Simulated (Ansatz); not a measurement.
A structure relaxed at B3LYP-D4/def2-SVP in Ansatz, charge 0, doublet:

```xyz
7

Al    0.917   -0.309    1.744
Si    1.606   -2.567    1.051
Si    0.451   -1.499   -0.473
Si   -1.680    1.712   -2.058
Si    0.011    1.944    1.941
Si   -0.741   -0.387   -2.036
Si   -0.565    1.107   -0.169
```

Question: Give its formula and point group.

Answer: the cluster AlSi6. Point group Cs (tolerance 0.1 Å).

Question: Summarise the bond lengths by kind (pairs closer than 1.2 times the sum of covalent radii, bridged metal pairs left out).

Answer: 6 × Si–Si 2.19 to 2.40 Å; 3 × Al–Si 2.44 to 2.56 Å.

Another isomer (doublet) lies 1.37 eV lower at PBE0-D4/def2-TZVP; other spin states weren't run for this one.
